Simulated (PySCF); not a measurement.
Polarisability as a sum over states

C6H6BN3O2S.
Numbering: `[NH2:1][C:2](=[O:3])[N:4]1[N:5]=[CH:6][c:7]2[s:8][cH:9][cH:10][c:11]2[B:12]1[OH:13]` (hydrogens: H14, H15 on N1; H16 on C6; H17 on C9; H18 on C10; H19 on O13)

Theory: TDDFT wB97X-D/def2-SVPD, vertical, gas phase, core orbitals frozen in the response in PySCF 2.14.0, density-fitted response routines. Geometry: PBE0-D3(BJ)/def2-SVP, one conformer, isolated molecule. Torsions of this conformer, `[NH2:1][C:2](=[O:3])[N:4]1[N:5]=[CH:6][c:7]2[s:8][cH:9][cH:10][c:11]2[B:12]1[OH:13]`: N1–C2–N4–N5 -1°, H–N1–C2–O3 -2°, H–N1–C2–O3 -179°, H–O13–B12–C11 180°.

Computed singlets:

```csv
state,E (eV),f
S1,4.56,0.350
S2,5.22,0.0014
S3,5.30,0.056
S4,5.89,0.0032
S5,6.13,0.0001
S6,6.14,0.0020
S7,6.43,0.158
S8,6.53,0.0001
S9,6.59,0.015
S10,6.67,0.0013
```

Question: How much of the mean static polarisability do these states give, one by one?

Answer: Each state adds f / ΔE² (ΔE in hartree, 27.2114 eV).

```tsv
state	f/ΔE² (au)	running sum (au)	running share of α (%)
S1	12.48	12.48	9.4
S2	0.04	12.51	9.5
S3	1.47	13.99	10.6
S4	0.07	14.05	10.6
S5	0.00	14.05	10.6
S6	0.04	14.09	10.7
S7	2.84	16.93	12.8
S8	0.00	16.93	12.8
S9	0.25	17.18	13.0
S10	0.02	17.21	13.0
```

The full response gives 132.06 au (19.57 Å³), so 114.9 au comes from the higher roots of the same equations.

Question: By how much does the contribution of these states grow at 1064 nm?

Answer: With ω = 0.0428 hartree each state's term in the mean polarisability goes from f / ΔE² to f / (ΔE² − ω²); the sum over all 10 states goes from 17.21 to 18.26 au, a rise of 1.06 au.

The largest single term belongs to S1, which also has the largest f.

A one-level model with all 66 active electrons at a single energy would need ΔE = √(N/α) = 19.2 eV to give this α, against S1 at 4.56 eV.
